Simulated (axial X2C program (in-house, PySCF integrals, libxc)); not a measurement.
Potential curves of TiSi⁺, with spin–orbit coupling

Calculated with an in-house relativistic program for diatomic molecules. Two-component (2c) means X2C with spin–orbit coupling and atomic mean-field two-electron Coulomb and Gaunt terms. Basis: Ti dyall-cv3z [10s10p6d4f2g], Si dyall-v3z [8s7p2d1f] (cores contracted in-house); Gaussian nuclei, density fitting, unrestricted open shells. Masses: Ti 47.948 u, Si 27.977 u.

State: Ω = 1/2 (⟨Sz⟩ = 2.50, ⟨Lz⟩ = -2.00 at HF). Energies in eV from the fragments at the same level (Ti+ + Si). Fits are polynomials in 1 − R0/R over 0.85 to 1.23 times the lowest point R0.

```json
{"R (Å)": "2.2058", "CCSD(T)": "-1.5923"}
{"R (Å)": "2.2786", "CCSD(T)": "-1.7381"}
{"R (Å)": "2.3513", "CCSD(T)": "-1.8078"}
{"R (Å)": "2.4240", "CCSD(T)": "-1.8182"}
{"R (Å)": "2.5088", "CCSD(T)": "-1.7727"}
{"R (Å)": "2.5937", "CCSD(T)": "-1.6807"}
{"R (Å)": "2.7028", "CCSD(T)": "-1.5144"}
```

Correlated methods: 15 electrons correlated (number of frozen shells: Ti 2 s, 1 p; Si 2 s, 1 p), 253 virtual spin orbitals or spinors in MP2, 90 natural virtuals in coupled cluster.

The state is one determinant whose occupation by symmetry is held fixed; it was picked as the lowest of a PBE0 search that is not exhaustive. Dissociation energies refer to the lowest single-determinant-based atoms at the same level and basis. CCSD and (T) use frozen natural virtuals with an MP2 correction for the truncation; (T) itself is uncorrected, so its De runs slightly low. The 2c atoms are single determinants rather than J levels; their spin–orbit lowering is only partly caught, and De is too large by that part. This holds for CCSD(T). PBE0 can misorder states that lie within some tenths of an eV, so this need not be the ground state of the molecule. The nearest other 2c determinant of the search, Ω = 9/2, lies 0.03 eV up at the distance of the search. With several unpaired electrons one determinant need not be a pure state. Coupled cluster ran on the points near the minimum only. MP2 and coupled cluster on one determinant become unreliable at the stretched end.

Problem. What are Re, ωe and De at the CCSD(T) level?

Solution. At CCSD(T), 2c: Re = 2.402 Å, ωe ≈ 380 cm⁻¹, De = 1.82 eV to Ti+ + Si; Be follows as 0.165 cm⁻¹.
